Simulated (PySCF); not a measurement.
**Continuum solvent and chemical shifts**

Structure with atom numbers: `[CH2:1]=[CH:2]/[CH:3]=[C:4](\[O:5][CH3:6])[C:7](=[CH2:8])[C:9]#[N:10]` (H(Xn): hydrogen on atom n). Ha(C1) is cis to C3; Ha(C8) is cis to C4; Hb(C1) is trans to C3; Hb(C8) is trans to C4.

GIAO PBE0/pcSseg-1 in PySCF on one PBE0-D3(BJ)/def2-SVP conformer, non-relativistic, equivalent nuclei averaged. Solvents enter as an IEF-PCM continuum (dichloromethane with ε = 8.9, acetone with ε = 20.5) around the gas-phase geometry. Shifts are referred to TMS computed in the same medium.

In dichloromethane, δ in ppm: C4 159.4, C8 142.6, C2 138.9, C1 131.7, C3 131.2, C9 126.0, C7 123.4, C6 61.3, H(C2) 7.08, Ha(C8) 6.75, Hb(C8) 6.58, H(C3) 6.52, Ha(C1) 5.93, Hb(C1) 5.83. Dipole moment 4.81 D.

(1) How does each δ change in the more polar medium?

(2) Which nuclei move most (in ppm), and what does the model miss?

Results:

(1) 
| atoms | environment | Δδ, acetone |
| --- | --- | --- |
| C4 | alkene carbon bearing oxygen | +0.2 |
| C8 | terminal =CH2 carbon | +1.0 |
| C2 | alkene CH | +0.1 |
| C1 | terminal =CH2 carbon | +0.2 |
| C3 | β carbon of an enol-ether or enamine type C=C | 0.0 |
| C9 | nitrile carbon | +0.5 |
| C7 | fully substituted alkene carbon | -0.2 |
| C6 | methyl carbon bonded to O | +0.2 |
| H(C2) | hydrogen on an alkene CH | +0.01 |
| Ha(C8) | hydrogen on a terminal =CH2 carbon | +0.05 |
| Hb(C8) | hydrogen on a terminal =CH2 carbon | +0.06 |
| H(C3) | hydrogen on a β carbon of an enol-ether or enamine type C=C | 0.00 |
| Ha(C1) | hydrogen on a terminal =CH2 carbon | +0.02 |
| Hb(C1) | hydrogen on a terminal =CH2 carbon | +0.02 |

Changes are relative to dichloromethane. The dipole moment becomes 4.91 D in acetone.

(2) C8 (terminal =CH2 carbon, +1.0 ppm) in acetone. A continuum only polarises the solute; specific hydrogen bonds, the anisotropy of aromatic solvents and changes of geometry or conformer are outside it.
